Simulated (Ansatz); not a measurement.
Which is lower?

The two ends of one reaction step of GaH₂ClO₂, closed shell (PBE0-D4/def2-TZVP).

A:

```
6
angstrom
Ga -0.7232 0.2609 -0.7449
O 0.9242 -0.1062 0.5812
O -0.6806 -1.3569 -1.1572
H 0.7842 -1.0374 0.3005
Cl -1.1859 2.2974 -0.5217
H 0.8813 -0.0578 1.5421
```

B:

```csv
atom,x (Å),y (Å),z (Å)
Ga1,-0.2104,0.2044,-0.1639
O2,0.9294,0.0503,1.1845
O3,-0.5152,-1.1816,-1.2145
H4,-0.0094,-1.9571,-0.9576
Cl5,-1.2236,2.0287,-0.5468
H6,1.0292,0.8553,1.6982
```

Ansatz 0.2.0; basis: def2-TZVPP; cores frozen in the correlated methods. Filled d shells of the heavier atoms are correlated. The def2 sets are not built for correlating such inner shells, so the correlated values are less sure here. B3LYP uses VWN-RPA correlation.

**Question.** Which structure is lower at CCSD(T), and by how much? (To be estimated.)

**Answer.** The calculation gives: B, by 209.6 kJ/mol (electronic energy, against the other). By their contacts, A is GaH₂ClO₂ ([O][Ga]([OH2])[Cl]) and B is GaH₂ClO₂ ([OH][Ga]([OH])[Cl]).

All methods give the same order:

```json
{"method": "SPW92", "E(B) − E(A) (kJ/mol)": "-180.3"}
{"method": "PBE-D4", "E(B) − E(A) (kJ/mol)": "-178.2"}
{"method": "BLYP-D4", "E(B) − E(A) (kJ/mol)": "-175.9"}
{"method": "r2SCAN-D4", "E(B) − E(A) (kJ/mol)": "-198.9"}
{"method": "B97M-V", "E(B) − E(A) (kJ/mol)": "-198.8"}
{"method": "PBE0-D4", "E(B) − E(A) (kJ/mol)": "-207.0"}
{"method": "B3LYP-D4", "E(B) − E(A) (kJ/mol)": "-199.9"}
{"method": "r2SCAN0-D4", "E(B) − E(A) (kJ/mol)": "-219.4"}
{"method": "BHLYP-D4", "E(B) − E(A) (kJ/mol)": "-230.6"}
{"method": "CAM-B3LYP-D4", "E(B) − E(A) (kJ/mol)": "-212.5"}
{"method": "wB97X-V", "E(B) − E(A) (kJ/mol)": "-217.2"}
{"method": "wB97M-V", "E(B) − E(A) (kJ/mol)": "-211.0"}
{"method": "B2PLYP", "E(B) − E(A) (kJ/mol)": "-198.2"}
{"method": "PBE-QIDH", "E(B) − E(A) (kJ/mol)": "-216.6"}
{"method": "RPA on PBE", "E(B) − E(A) (kJ/mol)": "-198.3"}
{"method": "HF", "E(B) − E(A) (kJ/mol)": "-269.4"}
{"method": "MP2", "E(B) − E(A) (kJ/mol)": "-201.2"}
{"method": "CCSD", "E(B) − E(A) (kJ/mol)": "-223.3"}
{"method": "CCSD(T)", "E(B) − E(A) (kJ/mol)": "-209.6"}
```

T1 diagnostic: at most 0.019.

Labels in which every atom is bracketed show which atoms are joined, not bond orders.

For scale, one of the runs: CCSD(T)/def2-TZVPP, 180 basis functions, launched by `ansatz run in.yaml --threads 4 --pin off --events-out ev --progress --plain --max-ram 9574MiB`. Time: 100 s of wall clock on 4 CPU threads of an AMD EPYC; the host was shared. Peak host memory: 1.8 GiB.
